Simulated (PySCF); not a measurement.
Ga(F)(Me)(OH) (CH₄FGaO), SMILES [CH3][Ga]([OH])[F].

Geometry optimised at PBE0-D3(BJ)/def2-SVP. The structure was generated by enumeration; whether it is a known compound was not checked. One conformer was computed; it need not be the lowest.

Method: PBE/def2-TZVP in PySCF.

Symmetry labels are those of the subgroup Cs that the program uses (full group Cs).

Computed valence orbital energies around the gap with their symmetry:
```csv
orbital,symmetry,energy (eV)
HOMO−7,A',-10.63
HOMO−6,A",-10.25
HOMO−5,A',-10.06
HOMO−4,A',-8.88
HOMO−3,A",-8.73
HOMO−2,A',-8.16
HOMO−1,A',-7.59
HOMO,A",-7.36
LUMO,A',-1.30
LUMO+1,A",-1.09
LUMO+2,A',0.59
LUMO+3,A',1.00
```
